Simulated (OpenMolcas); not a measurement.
Tm3+ among 6 point charges of -0.5 e arranged as a trigonal antiprism (D3d), with a polar angle of 50.4° against the regular 54.74°.

```yaml
Program: OpenMolcas 26.06
Method: "SS-CASPT2, IPEA 0.25 Eh, imaginary shift 0.1 Eh (closed shells correlated: 5s 5p)"
Basis: ANO-RCC-VDZP [7s6p4d2f1g]
Scalar_Hamiltonian: DKH2, point nucleus
Active_space: 12 electrons in 7 orbitals (4f)
State_averaging: 2S+1 = 3 even, 21 roots; 2S+1 = 1 even, 27 roots kept (CI in the orbitals of an earlier block)
Spin-orbit_coupling: RASSI with atomic mean-field integrals over the reference wave functions
```

All point charges move together. At R = 2.67 Å the width of the lowest J multiplet is 149 cm-1, and at R = 2.96 Å it is 118 cm-1.

A third run gives 109 cm-1. What distance was it run at?

With a power law R^-n the two known points give n = -ln(118 / 149) / ln(2.96 / 2.67) = 2.26. Then R = 2.67 × (149 / 109)^(1/2.26) = 3.066 Å. The run was at 3.16 Å, so the estimate is off by -0.094 Å.

Roots that are degenerate in the reference are averaged as groups; the widest CASPT2 spread within a group is 75 cm-1 (the 2-fold group of multiplicity 3 near 6630 cm-1 above the lowest state of its run, R = 2.67). Shifts and gaps below about the spread of the groups concerned are not significant. Point charges carry no covalency, so the field is a model and not that of real ligands. An unlabelled pair can be two single states that coincide in this model. No measured value stands beside these numbers.
